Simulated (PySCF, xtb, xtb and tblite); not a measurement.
Relaxed torsion scan: SMILES CC[SiH2][Si](Cl)(Cl)Cl (C2H7Cl3Si2). Scanned: dihedral C1–C2–Si3–Si4; all other coordinates were relaxed at GFN2-xTB. Points at φ and −φ are mirror images. Heavy atoms are numbered in the order of the SMILES CC[SiH2][Si](Cl)(Cl)Cl, hydrogens after them in the order of the atoms that carry them; the mirror image has the same energies with the sign of each dihedral reversed.

Methods: GFN2-xTB (xtb and tblite); RHF/6-31G* = restricted Hartree-Fock/6-31G*, spherical d, density fitting // GFN2-xTB in PySCF 2.14.0; GFN1-xTB // GFN2-xTB (xtb).

Energies in eV, each method relative to its own lowest point.

```csv
φ / °,GFN2-xTB,RHF/6-31G*,GFN1-xTB
-160,0.031,0.016,0.020
-140,0.059,0.048,0.046
-120,0.072,0.067,0.061
-100,0.053,0.051,0.047
-80,0.019,0.030,0.018
-60,0.000,0.028,0.000
-40,0.011,0.053,0.004
-20,0.038,0.098,0.031
0,0.053,0.122,0.048
20,0.038,0.098,0.031
40,0.011,0.053,0.004
60,0.000,0.028,0.000
80,0.019,0.030,0.018
100,0.053,0.051,0.047
120,0.072,0.067,0.061
140,0.059,0.048,0.046
160,0.031,0.016,0.020
180,0.017,0.000,0.007
```
